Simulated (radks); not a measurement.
Q: The mean radii <r> (bohr) of the occupied orbitals of an atom or ion are listed with their occupations. All-electron calculation, scalar-relativistic Kohn-Sham, PBEsol, spin-polarised, spherical densities, finite nucleus; Fermi nuclear charge, rms radius of each element as measured or else 0.836 A^(1/3) + 0.57 fm. Program: a radial shooting solver on a logarithmic mesh with Libxc functionals.

orbital  occ.      <r>
1s up       1  0.03264
1s down     1  0.03264
2s up       1   0.1419
2s down     1   0.1419
2p up       3   0.1237
2p down     3   0.1237
3s up       1   0.3894
3s down     1   0.3892
3p up       3   0.3886
3p down     3   0.3883
3d up       5   0.3668
3d down     5   0.3663
4s up       1   0.8993
4s down     1   0.8995
4p up       3   0.9473
4p down     1   0.9488

Name the element and its charge. Open shells, if any, are filled with parallel spins first.

A: Z = 45, rhodium, charge +11: Rh11+ in [Ar] 3d10 4s2 4p4. The 1s radius gives Z: for a bare nucleus <r> = (2 gamma + 1)/(2Z) with gamma = sqrt(1 - (Z/c)^2), 0.0321 bohr for Z = 45, and screening makes it slightly larger (0.03264 here). The occupations add up to 34, and the charge is Z minus that.
